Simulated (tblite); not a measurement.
Isopropyl methanesulfonate, C4H10O3S.
Atom-mapped SMILES: `[CH3:1][CH:2]([CH3:3])[O:4][S:5]([CH3:6])(=[O:7])=[O:8]` (hydrogens: H9, H10, H11 on C1; H12 on C2; H13, H14, H15 on C3; H16, H17, H18 on C6)

Computed with GFN2-xTB (tblite), gas phase: Langevin dynamics at 600 K from the optimised GFN2-xTB geometry, time step 0.5 fs, friction 0.01 fs⁻¹, 2000 steps. The instantaneous temperature is 2·E(kin)/(3Nk) with all 3N coordinates.

| t (fs) | T (K) | E(pot) above start (eV) | C1–C2 (Å) | C2–C3 (Å) | C2–O4 (Å) | O4–S5 (Å) | S5–C6 (Å) | C1–H9 (Å) | C1–C2–O4–S5 (°) |
| --- | --- | --- | --- | --- | --- | --- | --- | --- | --- |
| 0 | 509 | 0.000 | 1.523 | 1.524 | 1.435 | 1.606 | 1.794 | 1.086 | -145 |
| 25 | 425 | 0.635 | 1.528 | 1.555 | 1.479 | 1.613 | 1.819 | 1.017 | -148 |
| 50 | 368 | 0.967 | 1.615 | 1.528 | 1.405 | 1.621 | 1.733 | 1.096 | -147 |
| 75 | 409 | 0.912 | 1.587 | 1.541 | 1.421 | 1.640 | 1.803 | 1.101 | -143 |
| 100 | 426 | 1.031 | 1.497 | 1.554 | 1.479 | 1.572 | 1.814 | 1.049 | -150 |
| 125 | 498 | 0.831 | 1.507 | 1.515 | 1.381 | 1.621 | 1.796 | 1.076 | -148 |
| 150 | 515 | 0.641 | 1.550 | 1.526 | 1.469 | 1.640 | 1.776 | 1.112 | -149 |
| 175 | 474 | 0.835 | 1.509 | 1.511 | 1.518 | 1.590 | 1.911 | 1.066 | -161 |
| 200 | 499 | 0.639 | 1.485 | 1.484 | 1.429 | 1.629 | 1.721 | 1.104 | -168 |
| 225 | 338 | 0.786 | 1.559 | 1.530 | 1.417 | 1.589 | 1.854 | 1.118 | -174 |
| 250 | 307 | 0.778 | 1.492 | 1.585 | 1.417 | 1.619 | 1.764 | 1.104 | 170 |
| 275 | 490 | 0.872 | 1.474 | 1.576 | 1.408 | 1.612 | 1.846 | 1.057 | 174 |
| 300 | 457 | 1.145 | 1.532 | 1.498 | 1.460 | 1.585 | 1.820 | 1.102 | -173 |
| 325 | 592 | 0.941 | 1.483 | 1.492 | 1.487 | 1.662 | 1.755 | 1.127 | -179 |
| 350 | 560 | 1.043 | 1.582 | 1.520 | 1.410 | 1.596 | 1.864 | 1.083 | -178 |
| 375 | 570 | 1.031 | 1.533 | 1.495 | 1.427 | 1.571 | 1.768 | 1.107 | 177 |
| 400 | 502 | 1.269 | 1.500 | 1.496 | 1.498 | 1.579 | 1.879 | 1.122 | 169 |
| 425 | 496 | 1.289 | 1.497 | 1.593 | 1.463 | 1.596 | 1.712 | 1.086 | 173 |
| 450 | 455 | 1.462 | 1.465 | 1.620 | 1.334 | 1.640 | 1.938 | 1.110 | 169 |
| 475 | 574 | 1.515 | 1.574 | 1.512 | 1.396 | 1.637 | 1.755 | 1.094 | 178 |
| 500 | 527 | 1.511 | 1.589 | 1.520 | 1.501 | 1.518 | 1.923 | 1.041 | 180 |
| 525 | 717 | 1.112 | 1.472 | 1.570 | 1.414 | 1.646 | 1.807 | 1.120 | -168 |
| 550 | 677 | 0.903 | 1.487 | 1.578 | 1.479 | 1.641 | 1.924 | 1.131 | -165 |
| 575 | 556 | 1.183 | 1.516 | 1.550 | 1.499 | 1.596 | 1.779 | 1.059 | -149 |
| 600 | 607 | 1.224 | 1.506 | 1.534 | 1.385 | 1.644 | 1.819 | 1.108 | -143 |
| 625 | 790 | 0.960 | 1.534 | 1.519 | 1.390 | 1.551 | 1.820 | 1.111 | -150 |
| 650 | 673 | 0.859 | 1.582 | 1.493 | 1.519 | 1.620 | 1.803 | 1.119 | -161 |
| 675 | 392 | 1.539 | 1.576 | 1.481 | 1.449 | 1.693 | 1.861 | 1.111 | -168 |
| 700 | 698 | 1.029 | 1.505 | 1.599 | 1.438 | 1.588 | 1.765 | 1.041 | -160 |
| 725 | 647 | 0.984 | 1.515 | 1.559 | 1.462 | 1.619 | 1.814 | 1.090 | -158 |
| 750 | 531 | 1.252 | 1.594 | 1.522 | 1.443 | 1.526 | 1.826 | 1.111 | -168 |
| 775 | 517 | 1.145 | 1.571 | 1.470 | 1.432 | 1.618 | 1.780 | 1.059 | -163 |
| 800 | 590 | 0.891 | 1.647 | 1.496 | 1.388 | 1.651 | 1.771 | 1.116 | -167 |
| 825 | 542 | 0.924 | 1.576 | 1.588 | 1.454 | 1.621 | 1.880 | 1.115 | -175 |
| 850 | 474 | 1.437 | 1.403 | 1.508 | 1.559 | 1.583 | 1.747 | 1.031 | -170 |
| 875 | 673 | 1.380 | 1.461 | 1.581 | 1.442 | 1.605 | 1.887 | 1.120 | -169 |
| 900 | 439 | 1.610 | 1.548 | 1.706 | 1.396 | 1.578 | 1.776 | 1.163 | -166 |
| 925 | 784 | 1.159 | 1.484 | 1.410 | 1.483 | 1.596 | 1.913 | 1.047 | -165 |
| 950 | 512 | 1.187 | 1.632 | 1.497 | 1.438 | 1.614 | 1.741 | 1.017 | -167 |
| 975 | 601 | 1.364 | 1.628 | 1.560 | 1.376 | 1.683 | 1.904 | 1.157 | 175 |
| 1000 | 701 | 1.030 | 1.465 | 1.509 | 1.460 | 1.566 | 1.729 | 1.181 | 179 |

**Question.** From 500 fs on, how do temperature and potential energy compare with equipartition?

**Answer.** The mean temperature of these 21 frames is 602 K against the target 600 K, and the mean potential energy 1.18 eV against 48 × kT/2 = 1.24 eV for 48 classical harmonic modes. For 18 atoms in a canonical ensemble the temperature itself scatters by T·√(2/(3N)) = 115 K; here its standard deviation is 106 K. The whole run lasts only 10 friction times of 100 fs, so these averages carry a wide statistical error.

**Question.** What are the kinetic and total energies of the listed frame with the highest potential energy?

**Answer.** The one at 900 fs, 1.610 eV above the start. Its kinetic energy is 3NkT/2 = 1.020 eV at 439 K, so the sum is 2.63 eV; over the listed frames the sum runs from 1.18 to 2.98 eV, since the thermostat adds and removes energy.

**Question.** How much do the listed bonds fluctuate from 500 fs on?

**Answer.** 
```
 bond  at the start (Å)  mean (Å)  standard deviation (Å)
C1–C2             1.523     1.538                   0.063
C2–C3             1.524     1.536                   0.059
C2–O4             1.435     1.448                   0.047
O4–S5             1.606     1.608                   0.044
S5–C6             1.794     1.822                   0.061
C1–H9             1.086     1.097                   0.044
```

The motion is classical and holds no zero-point motion.

What follows is the cost of the whole dynamics run. Hardware: one thread, Arm Neoverse V2 (aarch64), shared host. Cost: 11 s wall, 0.18 GiB resident at most.
